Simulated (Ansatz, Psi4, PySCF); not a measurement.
H$_{4}$BN, triplet, at a GFN2-xTB geometry (a higher spin typed on purpose: for a closed-shell molecule this is an excited state). Base run: WB97X/6-31G* run with PySCF.

Here is a job for PySCF.
```python
from pyscf import gto, scf, dft

mol = gto.Mole()
mol.atom = '''
    B    -0.788053    0.152930   -0.225108
    N     0.621707   -0.040988    0.055055
    H    -1.388550   -0.893044   -0.304140
    H    -1.375597    0.656645    0.703314
    H     1.374430    0.320289   -0.510347
    H     0.978033   -0.561622    0.851326
'''
mol.basis = '6-31g*'
mol.charge = 0
mol.spin = 2
mol.verbose = 3
mol.build()

mf = dft.UKS(mol)
mf.xc = 'wb97x'
mf.kernel()
```

The same geometry, method and basis name were run in Ansatz (an electronic-structure program) and Psi4 and PySCF, at each program's defaults and at the settings that a row names. The base is PySCF at its defaults. Differences at the defaults can come from grids, fitting, cores and function types together.

```csv
code and settings,ΔE vs base (mEh),basis functions,E (Eh),SCF cycles,dipole (D)
"PySCF, defaults (exact integrals, its default grid, spherical functions)",0.000,36,-81.84061,11,3.52
"Psi4, defaults (density fitting with its default set, its default grid, Cartesian functions)",-1.357,38,-81.84197,10,3.51
"Ansatz, defaults (factorised integrals, its default grid, Cartesian functions)",-1.327,38,-81.84193,-,-
"PySCF, density fitting with def2-universal-jkfit",-0.030,36,-81.84064,11,3.52
"PySCF, fine grid",-0.002,36,-81.84061,11,3.52
"Psi4, exact integrals, spherical functions, fine grid",-0.001,36,-81.84061,13,3.52
"Ansatz, high accuracy, Cartesian functions as the basis file defines them",-1.325,38,-81.84193,-,-
```

Open shells are given as the SCF converged; they aren't shown to be the lowest states, and a large step between rows can be another state.
